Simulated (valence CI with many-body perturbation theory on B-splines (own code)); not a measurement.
**Cd XLIV: E2, E3, M1, M2 decay**

Level of theory: configuration interaction combined with many-body perturbation theory (CI+MBPT): three valence electrons over a frozen Dirac-Fock core [He], radial functions for each j: 11 s, 11 p, 10 d, 8 f, 5 g, 2 h, with the one-electron correlation potential Σ1, the two-electron term Σ2, the three-electron term Σ3, Breit, model QED; selected CI, second order for the rest, scaled by the run's own slope (own B-spline code, finite nucleus).

No measured spectrum was set against this ion. As an estimate, large intervals hold to a few tenths of a per cent, small ones and those within an open d or f shell to about a per cent.

Lines 1 to 31 of 31 in falling wavelength, among levels below 5783.0 eV, chosen from the decays that carry over 1 % of a level's rate. Wavelengths and rates use the calculated energies. Electric multipoles are in the length gauge with retardation, E1 and E2 with the static RPA response of the core. M1 uses the relativistic operator with retardation. S is in atomic units (e²a₀⁴ for E2 and M2, e²a₀⁶ for E3), for M1 in squared Bohr magnetons. Weak lines are less certain than strong ones. Lines between different terms over intervals too small for the method are left out, as are lines whose strength nearly cancels. The highest levels of a list are the least certain.

Levels are named by their leading jj configuration (3d3/2^4 stands for four electrons in 3d with j = 3/2), which in mixed levels can hold well under half, so a name can repeat and another be missing. Letters in brackets count levels of one name in rising energy.

```
λ vac (nm)                          Upper                       Lower  Type   A (s⁻¹)  S (a.u.)
     7.152     (2s 2p1/2 2p3/2) J=3/2 [a]          (2s 2p1/2^2) J=1/2    M1  3.91e+07  2.12e+00
     5.795             (2s^2 2p3/2) J=3/2          (2s^2 2p1/2) J=1/2    M1  4.54e+07  1.31e+00
    0.3272         (2s 2p3/2 3p3/2) J=7/2          (2s 2p3/2^2) J=3/2    E2  3.93e+09  1.05e-05
    0.3265     (2s 2p3/2 3p1/2) J=3/2 [b]          (2s 2p3/2^2) J=3/2    E2  5.85e+10  7.76e-05
    0.3247             (2s^2 3p1/2) J=1/2          (2s^2 2p3/2) J=3/2    E2  2.10e+11  1.35e-04
    0.3217         (2s 2p3/2 3p3/2) J=7/2          (2s 2p3/2^2) J=5/2    E2  6.04e+10  1.49e-04
    0.3210     (2s 2p3/2 3p1/2) J=3/2 [b]          (2s 2p3/2^2) J=5/2    E2  6.16e+10  7.50e-05
    0.3207     (2s 2p3/2 3p3/2) J=1/2 [b]          (2s 2p3/2^2) J=3/2    E2  1.05e+11  6.37e-05
    0.3204         (2s 2p1/2 3p3/2) J=5/2      (2s 2p1/2 2p3/2) J=5/2    E2  5.86e+10  1.06e-04
    0.3175         (2s 2p3/2 3d5/2) J=9/2          (2s 2p3/2^2) J=5/2    M2  2.45e+09  7.07e-06
    0.3175         (2s 2p3/2 3d5/2) J=9/2          (2s 2p3/2^2) J=5/2    E3  1.13e+08  1.16e-05
    0.3154     (2s 2p3/2 3p3/2) J=1/2 [b]          (2s 2p3/2^2) J=5/2    E2  4.87e+10  2.71e-05
    0.3055         (2s 2p3/2 3p3/2) J=7/2      (2s 2p1/2 2p3/2) J=5/2    E2  6.42e+10  1.22e-04
    0.3045         (2s 2p1/2 3p3/2) J=5/2          (2s 2p1/2^2) J=1/2    E2  1.14e+11  1.60e-04
    0.3034         (2s 2p3/2 3p3/2) J=7/2  (2s 2p1/2 2p3/2) J=3/2 [a]    E2  8.51e+10  1.56e-04
    0.3030     (2s 2p3/2 3p3/2) J=1/2 [b]  (2s 2p1/2 2p3/2) J=3/2 [b]    E2  1.14e+11  5.21e-05
    0.3017         (2s 2p3/2 3d5/2) J=9/2      (2s 2p1/2 2p3/2) J=5/2    M2  4.12e+08  9.18e-07
    0.3017         (2s 2p3/2 3d5/2) J=9/2      (2s 2p1/2 2p3/2) J=5/2    E3  1.26e+08  9.08e-06
    0.2996         (2s 2p3/2 3d5/2) J=9/2  (2s 2p1/2 2p3/2) J=3/2 [a]    E3  2.06e+08  1.42e-05
    0.2941      (2p1/2 2p3/2 3d3/2) J=7/2  (2s 2p1/2 2p3/2) J=3/2 [b]    E2  1.19e+11  1.87e-04
    0.2940          (2p3/2^2 3d5/2) J=7/2          (2s 2p3/2^2) J=3/2    E2  3.97e+11  6.22e-04
    0.2913          (2p1/2^2 3d3/2) J=3/2          (2s 2p1/2^2) J=1/2    E2  5.22e+11  3.91e-04
    0.2911      (2p1/2 2p3/2 3d3/2) J=7/2      (2s 2p1/2 2p3/2) J=5/2    E2  2.40e+11  3.59e-04
    0.2907  (2p1/2 2p3/2 3d5/2) J=7/2 [a]      (2s 2p1/2 2p3/2) J=5/2    E2  1.11e+11  1.64e-04
    0.2899  (2p1/2 2p3/2 3d3/2) J=5/2 [a]  (2s 2p1/2 2p3/2) J=3/2 [a]    E2  2.75e+11  3.02e-04
    0.2898      (2p1/2 2p3/2 3d5/2) J=9/2      (2s 2p1/2 2p3/2) J=5/2    E2  5.67e+11  1.04e-03
    0.2898  (2p1/2 2p3/2 3d3/2) J=1/2 [a]  (2s 2p1/2 2p3/2) J=3/2 [a]    E2  4.99e+11  1.82e-04
    0.2894          (2p3/2^2 3d5/2) J=9/2          (2s 2p3/2^2) J=5/2    E2  5.70e+11  1.03e-03
    0.2892      (2p1/2 2p3/2 3d3/2) J=7/2  (2s 2p1/2 2p3/2) J=3/2 [a]    E2  1.99e+11  2.87e-04
    0.2888  (2p1/2 2p3/2 3d5/2) J=7/2 [a]  (2s 2p1/2 2p3/2) J=3/2 [a]    E2  3.61e+11  5.19e-04
    0.2372         (2s 2p3/2 4f7/2) J=9/2          (2s 2p3/2^2) J=5/2    E2  6.21e+11  4.17e-04
```
